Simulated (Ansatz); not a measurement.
ClPb, doublet, at a GFN2-xTB geometry (such geometries of metal compounds can be far from the true shape) (the spin is typed, not shown lowest) (core potentials on Pb); HF/def2-TZVP (Ansatz, an electronic-structure program).

Here is a job for Ansatz.
Ansatz 0.2 input:
```yaml
crystal:
  periodic: [false, false, false]
  atoms:
    - {symbol: Pb, position_ang: [-0.00000000, -0.00000000, -0.43472468]}
    - {symbol: Cl, position_ang: [0.00000000, 0.00000000, 2.09690730]}
basis:
  gaussian:
    orbitals: def2-TZVP
hamiltonian:
  xc: hf
magnetization: {spin_polarized: true, initial_magnetization: 1}
```

Q: Write the output that Ansatz gives for this input, abridged.

A: 
```
Functional definition: HF
699 factors; integrals over basis functions are off by at most 1.4e-3 eV
mean field evaluation 1: about -17724.4855 eV, gradient 1.1e1 eV
mean field evaluation 2: about -17724.4940 eV, gradient 1.1e1 eV
mean field evaluation 4: about -17725.5119 eV, gradient 1.2e0 eV
mean field evaluation 8: about -17725.5424 eV, gradient 9.9e-2 eV
mean field evaluation 16: about -17725.4349 eV, gradient 2.4e0 eV
mean field -17725.54270321 eV, -651.4016795387 hartree, gradient 3.9e-5 eV, S^2 0.759468; 0 other end points of the search recorded, 0 dependent functions left out
reference -17725.54270321 eV, -651.4016795387 hartree; 20, 19 occupied and 67, 68 virtual orbitals, 699 factors
Total energy: -17725.54270321 eV, -651.4016795387 hartree
```
